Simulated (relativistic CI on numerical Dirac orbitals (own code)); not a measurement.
A reference radial Dirac CI calculation of Li⁺ gave the lowest total energy -7.23683 Ha in 9 SCF steps, from this input:

```
atom Li  Z=3  charge=1  electrons=2
nucleus A=7  rms_radius_fm=2.4440
hamiltonian dirac-coulomb  breit=on  qed=on  c_scale=1
orbitals kli  potential=per-configuration
slater_scale 1
correlation none
mixing on
grid step=0.0125 r_max=34.5
scf mixing=0.4 start=green max_iterations=150 tolerance=2e-08 node_fill=0.05
configurations
  1s2
end
```

One setting was then changed (and the iteration limit cut to 78), and the output read:

```
error: configuration 1s2 has 2 electrons, the ion has 0
end: refused
```

Which setting was changed?
A. SCF mixing
B. charge
C. nuclear radius
D. start potential

B. The charge 3. This setting is bad on purpose; its numbers may not be properties of the ion.
